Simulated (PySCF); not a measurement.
Dipole response of Rh⁺ (rhodium, charge +1)

[Kr] 4d8, high-spin 3F determinant. Calculation: PySCF 2.14, in aug-cc-pV5Z-PP with ECP28MDF (8s8p7d5f4g3h2i, 197 functions); a scalar-relativistic core potential. Coupled (time-dependent) response in atomic units; α is the mean over directions.

| method | mean α (bohr³) | C₆ (like pair) | S(−4) |
| --- | --- | --- | --- |
| BLYP | 14.68 | 91.91 | 97.65 |

S(−4) is the Cauchy moment in α(ω) = α(0) + S(−4) ω² + …

Spin-orbit coupling is absent.

α(iu) at BLYP:

```csv
u (hartree),α(iu) (bohr³)
0,14.68
0.0500,14.44
0.100,13.81
0.200,12.01
0.300,10.26
0.500,7.692
0.750,5.689
1.00,4.403
1.50,2.868
2.00,2.007
3.00,1.126
5.00,0.4873
```

A single London oscillator, α(iu) = α/(1 + u²/ω²), gives C₆ = (3/4) ω α². Matching the computed C₆ needs ω = 4 × 91.91 / (3 × 14.68²) = 0.569 hartree.

For an ion, C₆ is the dispersion term alone; charge-induced terms of lower order in 1/R come first.

Energies and moments cover only the electrons outside the core potential.
